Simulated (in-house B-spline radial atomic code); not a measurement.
Configurations of Cu V (Cu4+), with energies counted from [Ar] 3d7. Level of theory: non-relativistic M06-2X, spin-polarised, spherical fractional occupations, exact exchange averaged over the configuration, point nucleus; calculated with a B-spline radial code for spherical atoms. Shells without spins written out take the highest spin.

Occupations are held fixed; configurations that lie above the ionisation limit could autoionise.

```json
{"configuration": "[Ne] 3s2 3p5 3d7 4s1", "E - E(ref) (eV)": "93.539", "highest orbital": "4s up", "its <r> (bohr)": "1.877"}
{"configuration": "[Ne] 3s2 3p5 3d7 4p1", "E - E(ref) (eV)": "103.04", "highest orbital": "4p up", "its <r> (bohr)": "2.061"}
```

Order these further configurations by energy, lowest first.
A. [Ar] 3d6 4d1
B. [Ar] 3d6 4p1
C. [Ne] 3s2 3p5 3d8

B (33.085 eV), A (47.234 eV), C (70.313 eV).
